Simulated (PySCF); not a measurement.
## How the method moves the HOMO and LUMO of `C#CCCBN`

Compound: C4H8BN.
Geometry (PBE0-D3(BJ)/def2-SVP, Å), atoms numbered from 1 in this order:
```xyz
14
C4H8BN angstrom
C     -3.579   -0.724    0.228
C     -2.485   -0.203    0.264
C     -1.154    0.392    0.296
C     -0.014   -0.621    0.127
B      1.425    0.022    0.204
N      2.463   -0.389   -0.627
H     -4.553   -1.174    0.201
H     -1.029    0.936    1.249
H     -1.097    1.165   -0.491
H     -0.163   -1.199   -0.801
H     -0.082   -1.358    0.949
H      1.672    0.891    1.018
H      2.355   -1.101   -1.340
H      3.399   -0.013   -0.569
```

Basis pcSseg-1 throughout (PySCF), one geometry. The structure is a single PBE0-D3(BJ)/def2-SVP conformer in the gas phase; no vibrational or solvent corrections.

Q: How do the orbital energies, the gap and the dipole change with the method?

A: 
| method | kind | HOMO (eV) | LUMO (eV) | gap (eV) | μ (D) | SCF cycles |
| --- | --- | --- | --- | --- | --- | --- |
| BLYP | GGA | -6.05 | -0.36 | 5.69 | 2.53 | 16 |
| B97-D | GGA | -6.17 | -0.35 | 5.82 | 2.49 | 15 |
| OPBE | GGA | -6.18 | -0.35 | 5.83 | 2.54 | 16 |
| PBE | GGA | -6.21 | -0.52 | 5.70 | 2.56 | 16 |
| KT3 | GGA | -6.22 | -0.47 | 5.75 | 2.48 | 15 |
| KT2 | GGA | -6.22 | -0.57 | 5.66 | 2.51 | 16 |
| BP86 | GGA | -6.32 | -0.58 | 5.75 | 2.56 | 15 |
| LDA | LDA | -6.37 | -0.77 | 5.61 | 2.61 | 15 |
| B97-2 | global hybrid | -7.20 | 0.47 | 7.68 | 2.43 | 13 |
| B3LYP | global hybrid | -7.21 | 0.26 | 7.47 | 2.46 | 14 |
| PBE0 | global hybrid | -7.47 | 0.47 | 7.94 | 2.46 | 14 |
| mPW1PW91 | global hybrid | -7.49 | 0.48 | 7.97 | 2.44 | 14 |
| BHandHLYP | global hybrid | -8.54 | 1.51 | 10.06 | 2.35 | 13 |
| CAM-B3LYP | range-separated hybrid | -8.83 | 1.60 | 10.42 | 2.42 | 13 |
| wB97X-D | range-separated hybrid | -9.37 | 2.33 | 11.70 | 2.42 | 14 |
| HF | Hartree–Fock | -10.21 | 3.99 | 14.20 | 2.22 | 11 |
| LC-wPBE | range-separated hybrid | -10.29 | 2.80 | 13.10 | 2.39 | 13 |

The HOMO spans 4.25 eV, from BLYP down to LC-wPBE, and the gap runs from 5.61 eV (LDA) to 14.20 eV (HF). Over the methods BLYP (0 %), B97-D (0 %), OPBE (0 %), PBE (0 %), KT3 (0 %), KT2 (0 %), BP86 (0 %), LDA (0 %), B97-2 (21 %), B3LYP (20 %), PBE0 (25 %), mPW1PW91 (25 %), BHandHLYP (50 %), HF (100 %), a straight line through the gap against the share of exact exchange rises by 0.85 eV for each 10 % (correlation coefficient 0.999). The dipole ranges from 2.22 D (HF) to 2.61 D (LDA). This basis has no diffuse functions.
